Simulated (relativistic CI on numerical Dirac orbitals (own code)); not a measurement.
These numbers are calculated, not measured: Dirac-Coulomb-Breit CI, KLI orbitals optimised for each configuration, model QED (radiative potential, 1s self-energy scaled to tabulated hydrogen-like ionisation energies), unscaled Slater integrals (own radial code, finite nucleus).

The strongest absorption lines from the ground level of an ion, among the configurations computed and to levels below about 171 eV (vacuum wavelength in nm, gf): 14.974 (0.11), 15.397 (0.15), 15.520 (0.43), 15.667 (0.45), 15.701 (1.6), 15.875 (2.4), 28.187 (0.12), 29.638 (0.17).

Q: Which ion is it?
A. Cu XV
B. Cu XVII
C. Co XIII
D. Ga XVII

A: A. Cu XV has 15 electrons and the ground level 3s²3p³ ⁴S°3/2; the strongest line goes to 3s²3p²3d ⁴P5/2. The pattern of lines fixes the number of electrons, and along that sequence the line energies rise steadily with the charge (about as its square where n changes within one kind of shell, about linearly where n is kept but much faster in heavy ions where fine structure, which grows about as Z⁴, sets the gap, and irregularly where shells cross), which fixes Z. Configurations outside the model, such as inner-shell arrays, can give stronger lines. At this charge energies of transitions that change n are usually good to better than 1 %, and those within a shell (Δn = 0) to a few per cent.

LS names give the leading component of a level, which can be under half, so a name can repeat, a term be missing and a line seem to break the LS rules.
